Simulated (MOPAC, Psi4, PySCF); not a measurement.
Internal rotation in SMILES O=Cc1ccc(O)s1. Scanned: dihedral O1–C2–C3–S8; all other coordinates were relaxed at GFN2-xTB. Points at φ and −φ are mirror images. Heavy atoms are numbered in the order of the SMILES O=Cc1ccc(O)s1, hydrogens after them in the order of the atoms that carry them; the mirror image has the same energies with the sign of each dihedral reversed. Each profile is relative to its own lowest point.

```json
[
 {"φ / °": "-165", "A": "0.114", "B": "0.013", "C": "0.132"},
 {"φ / °": "-150", "A": "0.182", "B": "0.048", "C": "0.212"},
 {"φ / °": "-135", "A": "0.285", "B": "0.099", "C": "0.334"},
 {"φ / °": "-120", "A": "0.408", "B": "0.151", "C": "0.479"},
 {"φ / °": "-105", "A": "0.516", "B": "0.180", "C": "0.610"},
 {"φ / °": "-90", "A": "0.558", "B": "0.171", "C": "0.666"},
 {"φ / °": "-75", "A": "0.508", "B": "0.159", "C": "0.603"},
 {"φ / °": "-60", "A": "0.391", "B": "0.131", "C": "0.459"},
 {"φ / °": "-45", "A": "0.248", "B": "0.090", "C": "0.290"},
 {"φ / °": "-30", "A": "0.119", "B": "0.049", "C": "0.140"},
 {"φ / °": "-15", "A": "0.031", "B": "0.021", "C": "0.037"},
 {"φ / °": "0", "A": "0.000", "B": "0.011", "C": "0.000"},
 {"φ / °": "15", "A": "0.031", "B": "0.021", "C": "0.037"},
 {"φ / °": "30", "A": "0.119", "B": "0.049", "C": "0.140"},
 {"φ / °": "45", "A": "0.248", "B": "0.090", "C": "0.290"},
 {"φ / °": "60", "A": "0.391", "B": "0.131", "C": "0.459"},
 {"φ / °": "75", "A": "0.508", "B": "0.159", "C": "0.603"},
 {"φ / °": "90", "A": "0.558", "B": "0.171", "C": "0.666"},
 {"φ / °": "105", "A": "0.516", "B": "0.180", "C": "0.610"},
 {"φ / °": "120", "A": "0.408", "B": "0.151", "C": "0.479"},
 {"φ / °": "135", "A": "0.285", "B": "0.099", "C": "0.334"},
 {"φ / °": "150", "A": "0.182", "B": "0.048", "C": "0.212"},
 {"φ / °": "165", "A": "0.114", "B": "0.013", "C": "0.132"},
 {"φ / °": "180", "A": "0.091", "B": "0.000", "C": "0.104"}
]
```

Energies in eV.

Assign the columns to these levels of theory: AM1, restricted, heats of formation // GFN2-xTB run with MOPAC; DF-MP2 (frozen core)/cc-pVTZ // GFN2-xTB (Psi4 1.11); restricted B3LYP/6-31G*, spherical d, density fitting // GFN2-xTB (PySCF 2.14.0).

A is MP2/cc-pVTZ; B is AM1; C is RKS-B3LYP/6-31G*.
